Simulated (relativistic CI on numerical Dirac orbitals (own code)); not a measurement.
Ligand-field terms of d5

Computed with a parametric ligand-field model of a d^n configuration (Racah B and C, spin-orbit zeta, crystal field), exact diagonalisation.

Field parameters in Wybourne normalisation: Oh B⁴₀ = 21Dq, B⁴₄ = √(5/14) B⁴₀; Td as Oh with Dq negative (B⁴₀ = 21Dq, B⁴₄ = √(5/14) B⁴₀). The field is a parameter set, without covalency.

(1) Lowest levels for B = 1040, C = 4650, ζ = 590 cm⁻¹, Td, 10Dq = -6650 cm⁻¹?

(2) Lowest levels for B = 420, C = 1700, ζ = 530 cm⁻¹, Oh, 10Dq = 8050 cm⁻¹?

(3) Lowest levels for B = 750, C = 3460, ζ = 80 cm⁻¹, Oh, 10Dq = 7450 cm⁻¹?

(4) Lowest levels for B = 620, C = 3220, ζ = 600 cm⁻¹, Oh, 10Dq = 29650 cm⁻¹?

(5) Lowest levels for B = 430, C = 1900, ζ = 210 cm⁻¹, Oh, 10Dq = 30950 cm⁻¹?

Answers

(1) Γ7+Γ8 0 (S 2.50), Γ6 29700 (S 1.50), Γ8 29724 (S 1.50), Γ7 29793 (S 1.50), Γ8 29815 (S 1.50), Γ6 32590 (S 1.50), Γ8 32601 (S 1.50), Γ8 32731 (S 1.50), Γ7 32819 (S 1.50) cm⁻¹, with S from ⟨S²⟩ = S(S + 1). The ground level has 2.00 electrons in the cubic e pair.

(2) Γ7 0 (S 2.48), Γ8 1 (S 2.49), Γ7 4561 (S 0.85), Γ8 5459 (S 1.07), Γ8 6059 (S 1.50), Γ6 6204 (S 1.50), Γ8 6539 (S 1.14), Γ7 6552 (S 1.31), Γ6 8800 (S 1.50) cm⁻¹, with S from ⟨S²⟩ = S(S + 1). The ground level has 1.98 electrons in the cubic e pair.

(3) Γ7+Γ8 0 (S 2.50), Γ7 19707 (S 1.50), Γ8 19708 (S 1.50), Γ8 19724 (S 1.50), Γ6 19734 (S 1.50), Γ7 22978 (S 1.50), Γ8 22991 (S 1.50), Γ6 23014 (S 1.50), Γ8 23014 (S 1.50) cm⁻¹, with S from ⟨S²⟩ = S(S + 1). The ground level has 2.00 electrons in the cubic e pair.

(4) Γ7 0 (S 0.51), Γ8 1047 (S 0.50), Γ8 15377 (S 1.53), Γ7 15443 (S 1.53), Γ8 15726 (S 1.50), Γ6 15858 (S 1.50), Γ8 20190 (S 1.76), Γ6 20192 (S 1.50), Γ7 20274 (S 2.46) cm⁻¹, with S from ⟨S²⟩ = S(S + 1). The ground level has 0.04 electrons in the cubic e pair.

(5) Γ7 0 (S 0.50), Γ8 352 (S 0.50), Γ8 21950 (S 1.50), Γ7 21958 (S 1.50), Γ8 22032 (S 1.50), Γ6 22079 (S 1.50), Γ6 25289 (S 1.50), Γ8 25292 (S 1.50), Γ8 25360 (S 1.50) cm⁻¹, with S from ⟨S²⟩ = S(S + 1). The ground level has 0.02 electrons in the cubic e pair.
